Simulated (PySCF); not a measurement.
Radial density of Yb⁵⁴⁺ (ytterbium, charge +54)

UHF, [Ne] 3s2 3p4, high-spin 3P determinant. Computed with PySCF 2.14 in an even-tempered Gaussian basis (16 s from 13 bohr⁻², ratio 2.5; 10 p from 17 bohr⁻², ratio 2.5; 4 d from 69 bohr⁻², ratio 2.7; 4 f from 100 bohr⁻², ratio 2.7), with the non-relativistic Hamiltonian (point nucleus).

```tsv
r (bohr)	4πr²ρ (e/bohr)	4πr²(ρα − ρβ)
0.000368	0.3973	0.0000
0.000619	1.085	0.0000
0.00104	2.894	0.0001
0.00175	7.412	0.0005
0.00295	17.74	0.0025
0.00496	37.92	0.0155
0.00834	67.14	0.0932
0.0140	88.31	0.4898
0.0236	81.97	1.9325
0.0397	87.16	4.3835
0.0668	108.2	2.5423
0.112	49.09	1.4834
0.189	40.17	12.5470
0.318	9.205	2.8318
0.534	0.08787	0.0228
```

A non-relativistic calculation at this Z misses sizeable relativistic shifts. Spin-orbit coupling is strong in this species (close to jj coupling), so the high-spin LS determinant is a model state, not a physical level.
